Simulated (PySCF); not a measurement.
## Polarisability and C₆ of Mn⁺ (manganese, charge +1)

[Ar] 3d4 4s2, high-spin 5D determinant (an excited configuration). Computed with PySCF 2.14 in aug-cc-pVQZ, with no relativity, point nucleus. Coupled (time-dependent) response in atomic units; α is the mean over directions.

```tsv
method	mean α (bohr³)	α xx, yy, zz	C₆ (like pair)	S(−4)
PBE	35.17	35.70, 35.70, 34.10	238.8	655.2
```

S(−4) is the Cauchy moment in α(ω) = α(0) + S(−4) ω² + …

α(iu) at PBE:

| u (hartree) | α(iu) (bohr³) |
| --- | --- |
| 0 | 35.17 |
| 0.0500 | 33.62 |
| 0.100 | 29.82 |
| 0.200 | 20.99 |
| 0.300 | 14.51 |
| 0.500 | 7.935 |
| 0.750 | 4.706 |
| 1.00 | 3.257 |
| 1.50 | 1.956 |
| 2.00 | 1.355 |
| 3.00 | 0.7850 |
| 5.00 | 0.3695 |

A single London oscillator, α(iu) = α/(1 + u²/ω²), gives C₆ = (3/4) ω α². Matching the computed C₆ needs ω = 4 × 238.8 / (3 × 35.17²) = 0.257 hartree.

For an ion, C₆ is the dispersion term alone; charge-induced terms of lower order in 1/R come first.

The components differ because the open shell of this determinant is not spherical; for a pure term their mean is the scalar polarisability.
